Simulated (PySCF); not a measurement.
# What went wrong, or what changed?

The sound run of [Ce(PH3)2]3+ (singlet in the valence; each metal's 4f electrons, 1 of them, lie in its core potential, out of spins and levels) uses PySCF 2.14.0, RKS PBE, Ce lcecp-1-SVP with ECP47, P def2-SVP, H def2-SVP; non-relativistic Hamiltonian with scalar-relativistic core potentials where named; density fitting; no spin-orbit coupling, grid (50, 194), threshold 1e-8 and 55 cycles at the relaxed geometry. This run, with dm0 from free metal ions and neutral atoms, differs:

```python
mol = gto.M(atom='''
Ce     1.03857     0.95864    -0.00000
P     -0.14565    -0.10281     2.62233
H      0.84849    -0.38855     3.61716
H     -1.03299     0.82692     3.26112
H     -0.90747    -1.31318     2.51285
P     -0.14565    -0.10281    -2.62233
H      0.84849    -0.38855    -3.61716
H     -0.90747    -1.31318    -2.51285
H     -1.03299     0.82692    -3.26112''',
    basis={'Ce': 'lcecp-1-SVP', 'P': 'def2-SVP', 'H': 'def2-SVP'},
    ecp={'Ce': 'lcecp-1-SVP'},
    charge=3, spin=8)
mf = dft.UKS(mol, xc='PBE')
mf.grids.atom_grid = (50, 194)  # f atoms: unpruned, at least (60, 302)
mf = mf.density_fit()  # fitting sets: Ce AutoAux, P def2-universal-JKFIT, H def2-universal-JKFIT
mf.conv_tol = 1e-08; mf.max_cycle = 62
mf.kernel(dm0)
```

Question: What was changed, and how did it end?

Answer: The spin was changed. The SCF did not converge. The cycle limit differs too. These settings are unsound on purpose: the numbers aren't the compound's.
```
init E= -694.960501022018
cycle= 1 E= -715.128989518713  delta_E= -20.2  |g|= 1.13  |ddm|= 3.53
cycle= 2 E= -713.659282759442  delta_E= 1.47  |g|= 1.45  |ddm|= 4.82
cycle= 3 E= -715.45814171312  delta_E= -1.8  |g|= 0.559  |ddm|= 5.15
cycle= 4 E= -715.50170225283  delta_E= -0.0436  |g|= 0.546  |ddm|= 4.12
cycle= 5 E= -715.924816983263  delta_E= -0.423  |g|= 0.136  |ddm|=    2
...
cycle= 18 E= -715.946991603086  delta_E= -2.29e-07  |g|= 0.000125  |ddm|= 0.0036
cycle= 19 E= -715.946991620535  delta_E= -1.74e-08  |g|= 4.67e-05  |ddm|= 0.00074
cycle= 20 E= -715.946991615527  delta_E= 5.01e-09  |g|= 7.85e-05  |ddm|= 0.000367
Extra cycle  E= -715.946991348091  delta_E= 2.67e-07  |g|= 0.00047  |ddm|= 0.00166
SCF not converged.
```

Run from Python with OMP_NUM_THREADS=2; the lines above give its settings.
It took 7.8 s on 2 threads of Arm Neoverse V1, with other jobs on the host.

An lcecp potential fixes the number of 4f electrons, so in runs with it no electron can move into or out of that shell.
